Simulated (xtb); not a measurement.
CH3Cl2NSi2, SMILES Cl[Si]1(Cl)C=N[SiH2]1. All values are semi-empirical tight-binding results from xtb (GFN2-xTB unless named), good for trends rather than for accurate numbers. Geometry: GFN2-xTB. The structure was generated by enumeration, and PubChem lists no compound with its InChIKey, so it may never have been made.

Optimised geometry:

```xyz
9

Cl     1.4799     0.0870     1.6352
Si     0.2726     0.0571     0.0000
Cl     1.4799     0.0870    -1.6352
C     -0.9587    -1.4414     0.0000
N     -2.1384    -0.9595     0.0000
Si    -1.9627     0.8114     0.0000
H     -0.8357    -2.5203     0.0000
H     -2.5494     1.3846    -1.2067
H     -2.5494     1.3846     1.2067
```
Charge 0, spin multiplicity 1.

```json
{
 "point_group_as_xtb_finds_it": "Cs",
 "orbital_gap": "2.19 eV",
 "dipole_moment": "1.47 D",
 "zero_point_energy": "24.7 kcal/mol",
 "G − E(el) at 298.15 K (modified RRHO)": "3.2 kcal/mol",
 "static polarisability (D4 model)": "96.0 bohr³",
 "solvation energy, GFN2-xTB/ALPB(water)": "-2.5 kcal/mol",
 "solvation energy, GFN2-xTB/ALPB(acetonitrile)": "-4.9 kcal/mol"
}
```

Computed atomic charges and the Wiberg bond orders between heavy atoms:
charges (e) Cl1 -0.23, Si2 0.46, Cl3 -0.23, C4 -0.03, N5 -0.34, Si6 0.45, H7 0.04, H8 -0.06, H9 -0.06. Bond orders Cl1–Si2 1.08, Si2–Cl3 1.08, Si2–C4 0.84, C4–N5 1.96, Si2–Si6 0.74, N5–Si6 1.02.
